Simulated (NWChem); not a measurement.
Program: NWChem. System: CH2I, charge 0, spin multiplicity 2, at a geometry optimised with UPBE0/def2-SVP with def2 effective core potentials on I. The structure started from a generated list of species. Its SCF solution wasn't tested for a lower state. Level: UMP2/def2-TZVP with def2 effective core potentials on I, 5 core orbitals frozen.

Output (cleaned and shortened):

```
             Northwest Computational Chemistry Package (NWChem) 7.3.0
             --------------------------------------------------------

                                NWChem Input Module
                                -------------------

 Scaling coordinates for geometry "geometry" by  1.889725989
 (inverse scale =  0.529177249)

 Turning off AUTOSYM since
 SYMMETRY directive was detected!

                             Geometry "geometry" -> ""
                             -------------------------

 Output coordinates in angstroms (scale by  1.889725989 to convert to a.u.)

  No.       Tag          Charge          X              Y              Z
 ---- ---------------- ---------- -------------- -------------- --------------
    1 C                    6.0000    -1.76075900     0.07539500     0.00000000
    2 I                   53.0000     0.28516000    -0.00715400     0.00000000
    3 H                    1.0000    -2.27446400    -0.03660300    -0.95546400
    4 H                    1.0000    -2.27446400    -0.03660300     0.95546400

 Effective nuclear repulsion energy (a.u.)     108.8130726808

            Nuclear Dipole moment (a.u.)
            ----------------------------
        X                 Y               Z
 ---------------- ---------------- ----------------
    -0.0000037795     0.0000037795     0.0000000000

      Symmetry information
      --------------------

 Group name             Cs
 Group number              2
 Group order               2
 No. of unique centers     3

      Symmetry unique atoms

     1    2    3


 Summary of "ao basis" -> "" (spherical)
 ------------------------------------------------------------------------------
       Tag                 Description            Shells   Functions and Types
 ---------------- ------------------------------  ------  ---------------------
 *                         def2-tzvp                  on all atoms

 Summary of "ao basis" -> "ao basis" (spherical)
 ------------------------------------------------------------------------------
       Tag                 Description            Shells   Functions and Types
 ---------------- ------------------------------  ------  ---------------------
 C                         def2-tzvp                11       31   5s3p2d1f
 I                         def2-tzvp                16       50   6s5p3d2f
 H                         def2-tzvp                 4        6   3s1p

                                 NWChem SCF Module
[...]
     2   0 2 0    -26.453034    -14.534648    -12.054321      0.135934
     2   0 1 1      0.000000      0.000000      0.000000      0.000000
     2   0 0 2    -24.987268    -15.916492    -15.590907      6.520131

                   NWChem MP2 Semi-direct Energy/Gradient Module
                   ---------------------------------------------

  Basis functions       =     93
  Molecular orbitals    =     93
  Frozen core           =      5
  Frozen virtuals       =      0
  Active alpha occupied =     12
  Active beta occupied  =     11
  Active alpha virtual  =     76
  Active beta virtual   =     77
  Use MO symmetry       = T
  Use skeleton AO sym   = T

  AO/Fock/Back tols     =   1.0D-09  1.0D-09  1.0D-09

 GA uses MA = F    GA memory limited = T

 Available:
  local mem=  1.26D+08
 global mem=  1.44D+08
 local disk=  0.00D+00
  mp2_memr nvloc                    76
  nvloc new                    76
   1 passes of  12:        5242880                      63225                  13481643.
   1 passes of  12: M    126139310           G      144161902           F     120896430.

 Semi-direct pass number   1 of   1  for UHF alpha       at        2.2s
  vrange nnbf                  4343
  mp2_eaftype                    51  avail_ma_in_mb                  1099
 EAF : mp2_eaftype filesize          51    6740821.
  mp2_eaf for mointskh                     51
Node 0 wrote     31.7 Mb in      0.0 s     Agg I/O rate:  2507.3 Mb/s
 Done moints_semi at        4.6s
  mp2_eaftype                    51  avail_ma_in_mb                  1048
 EAF : mp2_eaftype filesize          51    6740821.
  mp2_eaf for kh                    51
 Done maket at        4.7s
 Done multipass loop at        4.7s

 GA uses MA = F    GA memory limited = T

 Available:
  local mem=  1.26D+08
 global mem=  1.44D+08
 local disk=  0.00D+00
  mp2_memr nvloc                    77
  nvloc new                    77
   1 passes of  11:        5242880                      59977                  12521840.
   1 passes of  11: M    126139310           G      144161902           F     120896430.

 Semi-direct pass number   1 of   1  for UHF beta        at        4.8s
  vrange nnbf                  4343
  mp2_eaftype                    47  avail_ma_in_mb                  1099
 EAF : mp2_eaftype filesize          47    6260920.
  mp2_eaf for mointskh                     47
Node 0 wrote     29.4 Mb in      0.0 s     Agg I/O rate:  2466.6 Mb/s
 Done moints_semi at        7.1s
  mp2_eaftype                    47  avail_ma_in_mb                  1052
 EAF : mp2_eaftype filesize          47    6260920.
  mp2_eaf for kh                    47
 Done maket at        7.2s
 Done multipass loop at        7.2s

          -------------------------------------------
          SCF energy                -335.654785501245
          Correlation energy          -0.637870934820
          Singlet pairs                0.000000000000
          Triplet pairs                0.000000000000
          Total MP2 energy          -336.292656436065
          -------------------------------------------

          ---------------------------------------------------
                    Spin Component Scaled (SCS) MP2
          Same spin pairs                     -0.214804492913
          Same spin scaling factor             0.333333333333
          Opposite spin pairs                 -0.423066441906
          Opposite spin scaling fact.          1.200000000000
          SCS-MP2 correlation energy          -0.579281227925
          Total SCS-MP2 energy              -336.234066729171
          ---------------------------------------------------

 -----------------------
 Performance information
 -----------------------

 Timer overhead =  1.22D-07 seconds/call

               Nr. of calls         CPU time (s)                 Wall time (s)                GFlops
             ---------------    -------------------     ------------------------------   -------------------
Name         Min   Avg   Max    Min     Avg     Max     Min     Avg     Max   Mx/calls   Min     Max     Sum
mp2: moin     2     2     2    4.8     4.8     4.8      4.8     4.8     4.8     2.4      0.0     0.0     0.0
mp2: make     2     2     2   0.21    0.21    0.21     0.21    0.21    0.21    0.10      0.0     0.0     0.0
mp2: tota     1     1     1    5.1     5.1     5.1      5.1     5.1     5.1     5.1      0.0     0.0     0.0

 The average no. of pstat calls per process was 5.00D+00
 with a timing overhead of 6.12D-07s

 Task  times  cpu:        7.2s     wall:        7.2s

 Total times  cpu:        7.2s     wall:        7.2s
```

Question: Write an NWChem input that would produce this output.

Answer: This is not unique; one that fits is 
```
start mol
memory heap 200 mb stack 900 mb global 1100 mb
geometry units angstroms nocenter noautoz
  C     -1.760759     0.075395     0.000000
  I      0.285160    -0.007154     0.000000
  H     -2.274464    -0.036603    -0.955464
  H     -2.274464    -0.036603     0.955464
  symmetry group Cs
end
basis spherical
  * library def2-tzvp
end
ecp
  I library def2-ecp
end
scf
  uhf
  nopen 1
  maxiter 100
  thresh 1e-7
  semidirect memsize 60000000 filesize 0
  # guess.movecs holds the orbitals of an unrestricted PBE0 run
  vectors input guess.movecs output mol.movecs
end
mp2
  freeze core 5
end
task mp2 energy
```
